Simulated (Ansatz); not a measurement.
Consider the atomization: `O=C(Cl)c1ccc(Cl)cc1` → 7 C• + 2 Cl• + 4 H• + O•.

Program: Ansatz. Geometries: PBE0-D4/def2-TZVP. ΔE: electronic, gas phase. CBS: MP2 limit from def2 TZ/QZ plus the TZ coupled-cluster correction, frozen cores. This one scheme is used for every species, atoms too. For atomizations the MP2-based limit and the directly extrapolated one differ by several kJ/mol either way, and by 10 to 25 for some Ge, Se and Sn compounds, so smaller differences from it don't rank the levels. DFT in def2-TZVPP. B3LYP here is the variant with VWN-RPA as its local correlation; programs differ in this. HSE06 is defined as in plane-wave codes. Open shells (•) are unrestricted, without spin–orbit coupling. Spin–orbit coupling would lower the free atoms: a little for C, Cl, O. Each species was taken in one conformer, which may not be the lowest.

```json
{"level": "LDA (SPW92)", "ΔE (kcal/mol)": "1893.7", "difference from CCSD(T)/CBS": "300.1"}
{"level": "r2SCAN0-D4", "ΔE (kcal/mol)": "1584.2", "difference from CCSD(T)/CBS": "-9.4"}
{"level": "ωB97X-V", "ΔE (kcal/mol)": "1601.1", "difference from CCSD(T)/CBS": "7.5"}
{"level": "PBE-QIDH", "ΔE (kcal/mol)": "1612.0", "difference from CCSD(T)/CBS": "18.4"}
{"level": "PBE", "ΔE (kcal/mol)": "1671.6", "difference from CCSD(T)/CBS": "78.0"}
{"level": "BLYP", "ΔE (kcal/mol)": "1586.3", "difference from CCSD(T)/CBS": "-7.3"}
{"level": "B3LYP", "ΔE (kcal/mol)": "1581.7", "difference from CCSD(T)/CBS": "-11.9"}
{"level": "r2SCAN0", "ΔE (kcal/mol)": "1580.6", "difference from CCSD(T)/CBS": "-13.0"}
{"level": "HSE06", "ΔE (kcal/mol)": "1628.2", "difference from CCSD(T)/CBS": "34.6"}
{"level": "CAM-B3LYP", "ΔE (kcal/mol)": "1592.1", "difference from CCSD(T)/CBS": "-1.5"}
{"level": "LC-ωPBE", "ΔE (kcal/mol)": "1604.2", "difference from CCSD(T)/CBS": "10.6"}
{"level": "HF/def2-SVP", "ΔE (kcal/mol)": "1161.6", "difference from CCSD(T)/CBS": "-432.0"}
{"level": "CCSD(T)/def2-SVP", "ΔE (kcal/mol)": "1531.7", "difference from CCSD(T)/CBS": "-61.9"}
{"level": "MP2/def2-TZVPP", "ΔE (kcal/mol)": "1619.3", "difference from CCSD(T)/CBS": "25.7"}
{"level": "HF/def2-QZVPP", "ΔE (kcal/mol)": "1137.0", "difference from CCSD(T)/CBS": "-456.6"}
{"level": "HF/CBS(def2)", "ΔE (kcal/mol)": "1137.2", "difference from CCSD(T)/CBS": "-456.4"}
{"level": "CCSD(T)/CBS", "ΔE (kcal/mol)": "1593.6", "difference from CCSD(T)/CBS": "0"}
```

What do rigid-rotor, harmonic-oscillator terms from PBE0-D4/def2-TZVP frequencies (298.15 K, 1 bar) make of the CCSD(T)/CBS value? (Estimate.)

The calculation gave: ΔZPE = -57.7 kcal/mol, ΔH = +1550.7 kcal/mol, ΔS = 1670 J/(mol·K), ΔG = +1431.7 kcal/mol. Open shells count their whole term as degenerate. Modes under 50 cm⁻¹ make the entropy rough.

Largest T1 diagnostic among the species: 0.013.

Leaving LDA and LC-ωPBE aside and taking each functional with its dispersion term where it has one, the values, not all of them listed here, spread over 150.3 kcal/mol, from BHLYP-D4 to PBE-D4. LDA lies +222.1 kcal/mol from PBE without D4, its usual overbinding. The D4 term adds +19.0 kcal/mol with B3LYP and +10.1 kcal/mol with PBE0; it sums over pairs of atoms, weighted by their polarisabilities, and B3LYP, whose exchange is more repulsive, gets the larger term. At CCSD(T), def2-SVP lies −61.9 kcal/mol from the extrapolated value and def2-TZVPP −42.3 kcal/mol: correlation converges slowly with the basis, and small sets miss more of it in the bonded molecule than in its fragments.
